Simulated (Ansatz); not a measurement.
Input for Ansatz (a first-principles code): R-CCSD(T)/def2-QZVPP on H2Sn (SMILES [SnH2]). Elements past Kr take the def2 small-core potentials; no spin–orbit coupling. The basis file is the Basis Set Exchange's JSON of that set.

Ansatz 0.2 input:
```yaml
crystal:
  periodic: [false, false, false]
  atoms:
    - {symbol: Sn, position_ang: [-0.00000000, -0.00000000, -0.83525064]}
    - {symbol: H, position_ang: [1.26527363, 0.00000000, 0.41767532]}
    - {symbol: H, position_ang: [-1.26527363, 0.00000000, 0.41767532]}
basis:
  gaussian:
    orbitals: def2-QZVPP.json
magnetization: {spin_polarized: false}
correlation: {method: ccsd_t, electrons: outside_noble_gas}
scf: {lower_state_search: off}
```

Program output:

```
WARN ansatz: RAYON_NUM_THREADS=1 ignored (pool sized by the plan → 1); use --threads N
Functional definition: HF
these checks for a lower state are left out or cut short: stability, starts, cluster_reference, orbital_swaps, neighbouring_geometries, increment
integrals: 0.30 GiB planned
870 factors; integrals over basis functions are off by at most 7.8e-4 eV
mean field: 0.27 GiB planned
mean field evaluation 1: about -5835.8334 eV, gradient 8.5e0 eV
mean field evaluation 2: about -5835.8344 eV, gradient 8.5e0 eV
mean field evaluation 4: about -5836.2154 eV, gradient 1.4e0 eV
mean field evaluation 8: about -5836.2220 eV, gradient 1.8e-3 eV
mean field -5836.22197836 eV, -214.4772017714 hartree, gradient 9.0e-7 eV, S^2 0.000000; 0 other end points of the search recorded, 0 dependent functions left out
9 core orbitals not correlated
reference -5836.22197836 eV, -214.4772017714 hartree; 3, 3 occupied and 130, 130 virtual orbitals, 870 factors
second order -2.74411548 eV of doubles, -0.00000000 eV of singles
coupled cluster: 0.59 GiB planned
cycle   1  -3.13980083 eV  change   -4.0e-1 eV  update   6.0e-2
cycle   2  -3.34117654 eV  change   -2.0e-1 eV  update   2.6e-2
cycle   3  -3.34989370 eV  change   -8.7e-3 eV  update   7.4e-3
cycle   4  -3.35015831 eV  change   -2.6e-4 eV  update   2.8e-3
cycle   5  -3.34997557 eV  change    1.8e-4 eV  update   8.2e-4
cycle   6  -3.34979645 eV  change    1.8e-4 eV  update   2.6e-4
cycle   7  -3.34988925 eV  change   -9.3e-5 eV  update   9.2e-5
cycle   8  -3.34990497 eV  change   -1.6e-5 eV  update   2.7e-5
cycle   9  -3.34989326 eV  change    1.2e-5 eV  update   8.9e-6
cycle  10  -3.34989502 eV  change   -1.8e-6 eV  update   3.2e-6
perturbative correction -0.08564784 eV, -0.0031475002 hartree
Total energy: -5839.65752123 eV, -214.6034556432 hartree
Checks for a lower state left out: stability, starts, cluster_reference, orbital_swaps, neighbouring_geometries, increment
```

The run converged.

Cost: about 6 core-seconds (a rough figure).
